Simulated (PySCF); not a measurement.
**C₆ coefficients of unlike pairs at M06**

Calculated with PySCF 2.14 from the dipole response of each species, C₆(A,B) = (3/π) ∫ α_A(iu) α_B(iu) du, in atomic units, from isotropic polarisabilities. For ions this is the dispersion term alone; charge-induced terms of lower order in 1/R come first.

```csv
species,configuration,basis,relativity,α (bohr³),C₆ (like pair)
Hg,[Xe] 4f14 5d10 6s2 (1S),"x2c-TZVPPall with one added diffuse shell each of s, p, d, f type (12s8p8d4f1g)",spin-free X2C,32.91,297.6
Al,[Ne] 3s2 3p1 (2P),aug-cc-pVDZ-DK (5s4p2d),spin-free X2C,62.56,533.3
Pt,[Xe] 4f14 5d9 6s1 (3D),aug-cc-pwCVDZ-PP with ECP60MDF (6s6p5d3f),core potential,36.44,303.7
```

**Question.** Estimate C₆ for Pt with Hg.

**Answer.** The integral gives 300.0. The combination rule 2 C_A C_B / (C_A α_B/α_A + C_B α_A/α_B) gives 299.4 and the geometric mean 300.6.

No spin-orbit coupling is included.

The other pairs:

| pair | C₆ |
| --- | --- |
| Pt, Al | 380.5 |
| Al, Hg | 370.1 |
